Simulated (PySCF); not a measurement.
Simulation results for AlClH$_{2}$NSi

All values are calculated (PySCF 2.14.0). Calculation on a computer-drawn molecule: optimised geometry and harmonic frequencies of an isolated molecule of the commonest isotopes, restricted reference for singlets and unrestricted otherwise, frozen core in MP2.

Entry: AlClH$_{2}$NSi

Start structure:
```xyz
6
AlClH2NSi
Si    -0.3704     0.4673     0.0521
N     -0.5302     0.2497    -1.5143
Al    -0.6955     0.0257    -3.1467
Cl    -0.8973    -0.2480    -5.1374
H     -1.0538    -0.3802     1.0290
H      0.4696     1.5278     0.6085
```

It was run with charge 1, multiplicity 1, method MP2 and basis cc-pV(D+d)Z.

It finds rotational constants 160.2, 1.022, 1.016 GHz; total energy -1046.2349 hartree; convergence status largest gradient component 3.492e-05 hartree/bohr.

Drawn bonds:
| atom | other atom | order |
| --- | --- | --- |
| 1 | 2 | 1 |
| 2 | 3 | 2 |
| 3 | 4 | 1 |
| 1 | 5 | 1 |
| 1 | 6 | 1 |

Optimised structure:
```xyz
6
AlClH2NSi
Si    -0.3680     0.4710     0.0770
N     -0.5303     0.2500    -1.5128
Al    -0.6980     0.0223    -3.1720
Cl    -0.9008    -0.2530    -5.1719
H     -1.0596    -0.3875     1.0476
H      0.4790     1.5395     0.6233
```

Modes:
| frequency (cm⁻¹) | reduced mass (dalton) |
| --- | --- |
| 39.26 | 5.181 |
| 74.69 | 9.563 |
| 144.3 | 21.32 |
| 193 | 15.74 |
| 410 | 16.09 |
| 698.7 | 1.208 |
| 730.4 | 1.167 |
| 771.7 | 15.01 |
| 1017 | 1.073 |
| 1372 | 14.82 |
| 2349 | 1.028 |
| 2385 | 1.059 |
